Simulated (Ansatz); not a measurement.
Job for Ansatz (an electronic-structure program): R-r2SCAN/def2-TZVPP on C3H4O (SMILES [CH2]C([CH2])=O), 2S+1 = 1, a spin state set in the input, which need not be the lowest, at the other state's geometry.

Ansatz 0.2 input:
```yaml
crystal:
  periodic: [false, false, false]
  atoms:
    - {symbol: C, position_ang: [1.09606926, -0.71668659, 0.49568454]}
    - {symbol: C, position_ang: [0.01086881, 0.06467561, -0.01627381]}
    - {symbol: C, position_ang: [-1.29843370, -0.48749652, -0.19268554]}
    - {symbol: O, position_ang: [0.21437627, 1.27566028, -0.32098423]}
    - {symbol: H, position_ang: [2.06177922, -0.24636957, 0.60719069]}
    - {symbol: H, position_ang: [0.97521907, -1.75552470, 0.77100672]}
    - {symbol: H, position_ang: [-2.07799619, 0.14986942, -0.58290912]}
    - {symbol: H, position_ang: [-1.52503847, -1.51621232, 0.05223439]}
basis:
  gaussian:
    orbitals: def2-TZVPP
hamiltonian:
  xc: {name: r2SCAN}
```

Output:

```
WARN ansatz: RAYON_NUM_THREADS=1 ignored (pool sized by the plan → 1); use --threads N
Functional definition: r2SCAN
integrals: 0.07 GiB planned
927 factors; their error is unknown
mean field: 0.65 GiB planned
mean field evaluation 1: about -5210.8851 eV, gradient 6.1e1 eV
mean field evaluation 2: about -5146.4202 eV, gradient 1.5e2 eV
mean field evaluation 4: about -5218.1503 eV, gradient 1.2e1 eV
mean field evaluation 8: about -5218.1503 eV, gradient 1.2e1 eV
mean field evaluation 16: about -5218.5284 eV, gradient 5.5e-1 eV
mean field evaluation 32: about -5195.3977 eV, gradient 8.2e1 eV
mean field evaluation 64: about -5209.0783 eV, gradient 5.3e1 eV
mean field -5218.52919006 eV, -191.7774104887 hartree, gradient 1.4e-5 eV, S^2 0.000000; 9 other end points of the search recorded, 0 dependent functions left out
reference -5218.52919999 eV, -191.7774108534 hartree; 15, 15 occupied and 165, 165 virtual orbitals, 927 factors
Total energy: -5218.52919999 eV, -191.7774108534 hartree
```

Self-consistency was reached.

Cost: very roughly 16 core-seconds.
